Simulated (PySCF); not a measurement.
Computed vibrations of [Pb(OH)2]2+

[Pb(OH)2]2+ (singlet). PySCF 2.14.0, RKS PBE0, Pb def2-SVP with ECP60, O def2-SVP, H def2-SVP; non-relativistic Hamiltonian with scalar-relativistic core potentials where named; density fitting; no spin-orbit coupling. Central differences of gradients.

```xyz
5

Pb    0.0000    0.0000   -0.0473
O     1.9617    0.0939    0.3351
H     2.5539   -0.1331   -0.4342
O    -1.9617   -0.0939    0.3351
H    -2.5539    0.1331   -0.4342
```

Run from Python with OMP_NUM_THREADS=2. Where DIIS fails, smearing, a level shift and second-order steps follow.
It took 23 s on 2 threads of Arm Neoverse V1, on a shared host.

What are the harmonic wavenumbers and infrared intensities?

Modes are labelled in C2; negative numbers are unstable modes, those under 60 cm⁻¹ near the noise; a finer grid moves soft modes by up to 10 cm⁻¹.
```csv
cm⁻¹,km/mol,symmetry
101,9.2,a
152,16.8,a
215,212.6,b
509,0.3,a
616,2.1,b
971,160.9,b
1047,65.7,a
3493,1235.9,b
3514,237.7,a
```

Is this a minimum?

Yes. Ideal gas at 298.15 K and 1 bar: S = 306.4 J/(mol K), Cp = 69.4 J/(mol K), H − H(0 K) = 16.1 kJ/mol (rigid rotor, harmonic modes, spin degeneracy alone).
